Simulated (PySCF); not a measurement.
CH₇FO₂Si₂, SMILES CO[Si@H](F)O[SiH3].

Coordinates come from a r2SCAN-D4/def2-SVP optimisation. The structure was generated by enumeration; whether it is a known compound was not checked. The values are those of a single conformer.

These are PySCF with r2SCAN/def2-TZVP values and carry that method's errors.

```json
{
  "total_energy": "-871.74594 hartree",
  "highest_occupied_level": "-7.51 eV",
  "lowest_empty_level": "-0.43 eV",
  "orbital_gap": "7.07 eV",
  "dipole_moment": "1.35 D",
  "quadrupole, principal values (traceless, Buckingham form, about the centre of nuclear charge)": "-5.60, -0.88, 6.48 D·Å",
  "mean_static_polarisability": "66.3 bohr³ (9.82 Å³)",
  "polarisability_principal_values": "59.1, 67.0, 72.7 bohr³"
}
```
